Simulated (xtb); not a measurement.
BCl, charge -1, doublet, from a rough starting geometry (the spin is typed, not shown lowest); GFN2-xTB in xtb.

Input for xtb:
```
$ xtb mol.xyz --gfn 2 --chrg -1 --uhf 1 --opt vtight --json

# file mol.xyz
2

B     -0.49619476    -0.47569955    -0.45028855
Cl     0.49592384     0.44779156     0.40812273
```

It wrote (shortened):

```
   ID    Z sym.   atoms
    1    5 B      1
    2   17 Cl     2

           -------------------------------------------------
          |                Calculation Setup                |
           -------------------------------------------------

           -------------------------------------------------
          |                 G F N 2 - x T B                 |
           -------------------------------------------------

          ...................................................
          :                      SETUP                      :
          :.................................................:
          :  # basis functions                  14          :
          :  # atomic orbitals                  13          :
          :  # shells                            5          :
          :  # electrons                        11          :
          :  max. iterations                   250          :
          :  Hamiltonian                  GFN2-xTB          :
          :  restarted?                      false          :
          :  GBSA solvation                  false          :
          :  PC potential                    false          :
          :  electronic temp.          300.0000000     K    :
          :  accuracy                    1.0000000          :
          :  -> integral cutoff          0.2500000E+02      :
          :  -> integral neglect         0.1000000E-07      :
          :  -> SCF convergence          0.1000000E-05 Eh   :
          :  -> wf. convergence          0.1000000E-03 e    :
          :  Broyden damping             0.4000000          :
          :  net charge                         -1          :
          :  unpaired electrons                  1          :
          ...................................................

 iter      E             dE          RMSdq      gap      omega  full diag
   1     -5.7062006 -0.570620E+01  0.125E+01    0.00       0.0  T
   2     -5.7537501 -0.475495E-01  0.830E+00    0.00       1.0  T
   3     -5.7543308 -0.580698E-03  0.312E+00    0.00       1.0  T
   4     -5.7546224 -0.291533E-03  0.310E-01    0.00       1.0  T
   5     -5.7546297 -0.730891E-05  0.203E-01    0.00       1.0  T
   6     -5.7546363 -0.663633E-05  0.808E-02    0.00       1.0  T
   7     -5.7546402 -0.392090E-05  0.293E-02    0.00       2.4  T
   8     -5.7546409 -0.722955E-06  0.101E-02    0.00       7.0  T
   9     -5.7546410 -0.908905E-07  0.369E-04    0.00     191.5  T
  10     -5.7546410 -0.377032E-11  0.927E-05    0.00     762.8  T

   *** convergence criteria satisfied after 10 iterations ***

         :::::::::::::::::::::::::::::::::::::::::::::::::::::
         ::                     SUMMARY                     ::
         :::::::::::::::::::::::::::::::::::::::::::::::::::::
         :: total energy              -5.737272376976 Eh    ::
         :: gradient norm              0.164760476565 Eh/a0 ::
         :: HOMO-LUMO gap              0.000000000000 eV    ::
         ::.................................................::
         :: SCC energy                -5.754641038995 Eh    ::
         :: -> isotropic ES            0.192570419772 Eh    ::
         :: -> anisotropic ES         -0.008575406174 Eh    ::
         :: -> anisotropic XC         -0.010526962653 Eh    ::
         :: -> dispersion             -0.000769162315 Eh    ::
         :: repulsion energy           0.017368662019 Eh    ::
         :: add. restraining           0.000000000000 Eh    ::
         :: total charge              -1.000000000000 e     ::
         :::::::::::::::::::::::::::::::::::::::::::::::::::::

      -----------------------------------------------------------
     |                   =====================                   |
     |                        A N C O P T                        |
     |                   =====================                   |
     |               Approximate Normal Coordinate               |
[...]
 * total energy  :    -5.7372724 Eh     change       -0.5342393E-11 Eh
 * total energy  :    -5.7509901 Eh     change       -0.1371776E-01 Eh
 * total energy  :    -5.7624749 Eh     change       -0.1148480E-01 Eh
 * total energy  :    -5.7665436 Eh     change       -0.4068695E-02 Eh
 * total energy  :    -5.7679677 Eh     change       -0.1424038E-02 Eh
 * total energy  :    -5.7682434 Eh     change       -0.2757576E-03 Eh
 * total energy  :    -5.7682660 Eh     change       -0.2257648E-04 Eh
 * total energy  :    -5.7682679 Eh     change       -0.1886454E-05 Eh
 * total energy  :    -5.7682679 Eh     change       -0.3951653E-08 Eh
   *** GEOMETRY OPTIMIZATION CONVERGED AFTER 9 ITERATIONS ***
         :: total energy              -5.768267895763 Eh    ::
[...]
         :: gradient norm              0.000000500314 Eh/a0 ::
         :: HOMO-LUMO gap              0.000000004167 eV    ::
         ::.................................................::
         :: SCC energy                -5.768720103926 Eh    ::
         :: -> isotropic ES            0.167729029517 Eh    ::
         :: -> anisotropic ES         -0.010732073263 Eh    ::
         :: -> anisotropic XC         -0.008563383550 Eh    ::
         :: -> dispersion             -0.000757800027 Eh    ::
         :: repulsion energy           0.000452208163 Eh    ::
         :: add. restraining           0.000000000000 Eh    ::
         :: total charge              -1.000000000000 e     ::
         :::::::::::::::::::::::::::::::::::::::::::::::::::::

           -------------------------------------------------
          |                Property Printout                |
           -------------------------------------------------

    * Orbital Energies and Occupations

         #    Occupation            Energy/Eh            Energy/eV
      -------------------------------------------------------------
         1        2.0000           -0.7937992             -21.6004
         2        2.0000           -0.1919598              -5.2235
         3        2.0000           -0.1779055              -4.8411
         4        2.0000           -0.1779055              -4.8411
         5        2.0000           -0.0000800              -0.0022
         6        0.5000            0.0913623               2.4861 (HOMO)
         7        0.5000            0.0913623               2.4861 (LUMO)
         8                          0.2237455               6.0884
         9                          0.3192873               8.6883
        10                          0.3192873               8.6883
        11                          0.3230876               8.7917
        12                          0.3230876               8.7917
        13                          0.3687016              10.0329
      -------------------------------------------------------------
                  HL-Gap            0.0000000 Eh            0.0000 eV
             Fermi-level            0.0685017 Eh            1.8640 eV

     #   Z          covCN         q      C6AA      α(0)
     1   5 B        0.754    -0.212    81.752    19.029
     2  17 Cl       0.754    -0.788   126.555    17.208

 Mol. C6AA /au·bohr⁶  :        403.458334
 Mol. C8AA /au·bohr⁸  :      16494.982720
 Mol. α(0) /au        :         36.236564

Wiberg/Mayer (AO) data.
largest (>0.10) Wiberg bond orders for each atom

 ---------------------------------------------------------------------------
     #   Z sym  total        # sym  WBO       # sym  WBO       # sym  WBO
 ---------------------------------------------------------------------------
     1   5 B    0.405 --     2 Cl   0.405
     2  17 Cl   0.405 --     1 B    0.405
 ---------------------------------------------------------------------------

Topologies differ in total number of bonds
Writing topology from bond orders to xtbtopo.mol

molecular dipole:
                 x           y           z       tot (Debye)
 q only:       -0.687      -0.613      -0.554
   full:        0.211       0.223       0.223       0.964
molecular quadrupole (traceless):
                xx          xy          yy          xz          yz          zz
 q only:       -0.314      -1.965       0.021      -1.810      -1.663       0.292
  q+dip:       -0.555      -4.132       0.020      -3.846      -3.589       0.535
   full:       -0.566      -4.214       0.021      -3.921      -3.659       0.545

optimized geometry written to: xtbopt.xyz

           -------------------------------------------------
          | TOTAL ENERGY               -5.768267895763 Eh   |
          | GRADIENT NORM               0.000000500314 Eh/α |
          | HOMO-LUMO GAP               0.000000004167 eV   |
           -------------------------------------------------
```
